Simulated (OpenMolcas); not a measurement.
# Multiplet structure of Se V

```json
{"Program": "OpenMolcas", "Method": "SS-RASPT2, IPEA 0.25 Eh, imaginary shift 0.1 Eh (closed shells correlated: 3d)", "Basis": "ANO-RCC-VTZP [6s5p3d1f]", "Scalar Hamiltonian": "DKH2, point nucleus", "Active space": "2 electrons in 9 orbitals (RAS2 4s 4p; RAS3 4d, at most 2 electrons)", "State averaging": "2S+1 = 3 even, 3 roots; 2S+1 = 1 even, 7 roots; 2S+1 = 3 odd, 3 roots; 2S+1 = 1 odd, 3 roots", "Spin-orbit coupling": "state interaction with AMFI integrals over the reference wave functions, term energies averaged over their components"}
```

With spin-orbit coupling, above the lowest level:

| Configuration | Term | J | E (cm⁻¹) | Measured (cm⁻¹) | g | Term weight % |
| --- | --- | --- | --- | --- | --- | --- |
| 4s² | ¹S | 0 | 0.0 | 0.0 |  | 100 |
| 4s 4p | ³P° | 0 | 87023 | 89749 |  | 100 |
| 4s 4p | ³P° | 1 | 88463 | 91350 | 1.500 | 100 |
| 4s 4p | ³P° | 2 | 91630 | 94960 | 1.501 | 100 |
| 4s 4p | ¹P° | 1 | 132921 | 131733 | 1.001 | 100 |
| 4p² | ¹D | 2 | 209733 | 213203 | 1.057 | 89 |
| 4p² | ³P | 0 | 210080 | 211794 |  | 99 |
| 4p² | ³P | 1 | 212021 | 214091 | 1.501 | 100 |
| 4p² | ³P | 2 | 215685 | 218615 | 1.444 | 89 |

Against the 8 measured excited levels shown (the list in Rauch et al., Astron. Astrophys. 606, A105 (2017)) the mean absolute deviation is 2500 cm-1; the largest miss in energy is 4p² ¹D₂: computed 209733, measured 213203 cm⁻¹ (-1.6 %), and the largest in proportion 4s 4p ³P°₂ (-3.5 %).

Spin-orbit coupling puts the lowest level 2.6 cm⁻¹ below the lowest spin-free term.

Active for correlation alone: 4d; no level in the range computed is led by a configuration that fills it, so any true level of that kind is missing. Some terms mix strongly with configurations of 4d, whose occupation reaches 0.21 (4p² ¹D). Computed and measured levels are paired by configuration, term and J; levels that our copy of the source lacks, or whose pairing is in doubt (as where it misses far off the trend of its configuration), stay unpaired and out of the deviations. Only configurations of the active space appear. The first state left out of the spin-orbit step lies near 290000 cm-1 above the lowest spin-free state of the reference (among the parities and spins computed), and the list stops at four fifths of that energy or lower.

The term weight is that of the spin-free term in the level, not the purity of its configuration. ° marks odd parity.
